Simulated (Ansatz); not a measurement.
Coupled-cluster diagnostics for the cluster Te3Pd2, Ansatz.

Geometry of the singlet (r2SCAN-D4/def2-SVP):

| atom | x (Å) | y (Å) | z (Å) |
| --- | --- | --- | --- |
| Pd1 | -0.607 | -0.876 | 0.927 |
| Pd2 | -1.112 | -0.195 | -1.772 |
| Te3 | 1.453 | 0.530 | 1.639 |
| Te4 | 1.196 | -1.022 | -0.922 |
| Te5 | -0.930 | 1.563 | 0.128 |

In the def2 sets Pd, Te take a core potential; there is no spin–orbit coupling. Correlated methods freeze 12 core orbitals; core or outer-core shells of Pd, Te are correlated, in sets that lack core-valence functions. No other spin state of charge 0 was run. Another isomer (singlet) lies 0.67 eV lower at PBE0-D4/def2-TZVP; other spin states weren't run for this one.

(1) Estimate the CCSD(T) correlation energy, the shares of MP2 and (T), T1 and the reference's ⟨S²⟩ for: charge 0, singlet, own geometry in def2-SVP; and the rough time on 4 threads of Arm Neoverse V2 on a shared host.

Results:

(1) 
| state | basis | correlation (eV) | MP2 share (%) | (T) share (%) | T1 | ⟨S²⟩ (pure) | wall time | remarks |
| --- | --- | --- | --- | --- | --- | --- | --- | --- |
| charge 0, singlet, own geometry | def2-SVP | -32.471 | 101.6 | 5.8 | 0.025 | 0.00 (0.00) | 2.6 min | restricted SCF unstable |
Customary marks for T1 are 0.02 (closed shells), 0.045 (open shells) and about 0.05 (3d metals). T1 exceeds 0.02 in 1 of 1 rows and 0.045 in 0; the higher it lies, the less the single-reference result can be trusted.
